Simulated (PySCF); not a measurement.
# Ionisation energy of Sn⁴⁶⁺ by level of theory

Sn⁴⁶⁺ [He] 2s2 (1S) → Sn⁴⁷⁺ [He] 2s1 (2S), as a difference of total energies. Computed with PySCF 2.14 in an even-tempered Gaussian basis (19 s from 23 bohr⁻², ratio 2.2; 8 p from 34 bohr⁻², ratio 2.4; 5 d from 100 bohr⁻², ratio 2.4; 5 f from 160 bohr⁻², ratio 2.4; 4 g from 230 bohr⁻², ratio 2.4), with the spin-free X2C one-electron Hamiltonian (Gaussian nucleus). Correlated levels: nothing frozen; virtual orbitals above 40 to 60 times the deepest correlated orbital energy dropped. The calculations carry no spin-orbit coupling.

```csv
method,ionisation energy (eV)
UHF,8104.0
LDA,8099.5
PBE,8109.6
PBE0,8108.5
r2SCAN,8102.4
TPSSh,8108.5
M06,8102.7
MP2 (all electrons),8109.8
SCS-MP2 (all electrons),8110.9
```

Problem. How much does correlation contribute at MP2 (all electrons)?

Solution. 8109.8 − (8104.0) = 5.8 eV, measured against UHF.

For this ion Breit and QED terms and the two-electron picture change, all absent here, outweigh the differences among the correlated methods.

For comparison: 8103 ± 7 eV (semi-empirical (NIST evaluation); NIST Atomic Spectra Database, ionization energies).
